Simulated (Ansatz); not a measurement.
**AgB2GeH: where a starting geometry ends**

The starting geometry of this gas-phase singlet was optimised with GFN2-xTB.

```yaml
atoms:
  - { symbol: Ag, position_ang: [0.1519, -1.5972, 0.0728] }
  - { symbol: B, position_ang: [-0.9396, -0.0330, 1.1213] }
  - { symbol: B, position_ang: [0.4655, 0.4838, 0.9081] }
  - { symbol: Ge, position_ang: [-2.6486, 0.3434, 1.8684] }
  - { symbol: H, position_ang: [1.4866, 1.0583, 0.8487] }
```

Predict what it relaxes into with PBE0-D3(BJ)/def2-SVP.

A new bond forms, giving a structure given below by its coordinates. Contacts that close: Ag1–Ge4 (3.85 → 2.90 Å).

The energy falls by 0.49 eV over 24 steps:

```tsv
step	E − E(last) (eV)
1	0.489
4	0.436
6	0.434
9	0.425
11	0.385
14	0.071
16	0.050
19	0.002
21	0.000
24	0.000
```

Final geometry (Å):

```yaml
atoms:
  - { symbol: Ag, position_ang: [-0.0670, -1.7471, 0.5477] }
  - { symbol: B, position_ang: [-1.1106, 0.1596, 0.2222] }
  - { symbol: B, position_ang: [0.2251, 0.6465, 0.8108] }
  - { symbol: Ge, position_ang: [-1.7799, 0.0661, 2.0339] }
  - { symbol: H, position_ang: [1.2482, 1.1302, 1.2047] }
```

Frequencies at the end are all real (lowest 70 cm⁻¹). Atoms past krypton carry core potentials, without spin–orbit terms. Run with Ansatz 0.2.0, 3.5 min on 2 threads of AMD EPYC (Zen 3), with other jobs on the host.
